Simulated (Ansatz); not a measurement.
O2 (SMILES O=O): geometry of the low-spin state from B3LYP-D3(BJ)/def2-TZVP.
(charge 0, multiplicity 1):
```xyz
2

O      0.0000     0.0000    -0.6023
O      0.0000     0.0000     0.6023
```

The values were computed with Ansatz (Gaussian basis) for Hartree–Fock, density functionals and correlated methods. Each number belongs to the level named beside it.

Broken-symmetry (BS) and triplet (T) solutions at this geometry:

| level | E(BS) (hartree) | ⟨S²⟩ BS | E(T) (hartree) | ⟨S²⟩ T |
|---|---|---|---|---|
| U-PBE/def2-TZVPP | -150.234464 | 1.002 | -150.248620 | 2.004 |
| U-B3LYP/def2-TZVPP | -150.373685 | 1.005 | -150.389759 | 2.009 |
| U-PBE0/def2-TZVPP | -150.218960 | 1.006 | -150.235386 | 2.010 |
| U-wB97X-V/def2-TZVPP | -150.321076 | 1.004 | -150.338478 | 2.009 |

Task: Give the raw gap E(BS) − E(T) and the gap after approximate spin projection, (E_BS − E_T)⟨S²⟩_T/(⟨S²⟩_T − ⟨S²⟩_BS).

Result: 
- U-PBE/def2-TZVPP: raw 8.9, projected 17.8 kcal/mol
- U-B3LYP/def2-TZVPP: raw 10.1, projected 20.2 kcal/mol
- U-PBE0/def2-TZVPP: raw 10.3, projected 20.6 kcal/mol
- U-wB97X-V/def2-TZVPP: raw 10.9, projected 21.8 kcal/mol
The rule takes the triplet as the only contaminant. For comparison FIC-MRCISD+Q on SA-CASSCF(12,8)/cc-pVQZ gives 22.6 kcal/mol at this geometry.

Ansatz is a program for electronic structure.
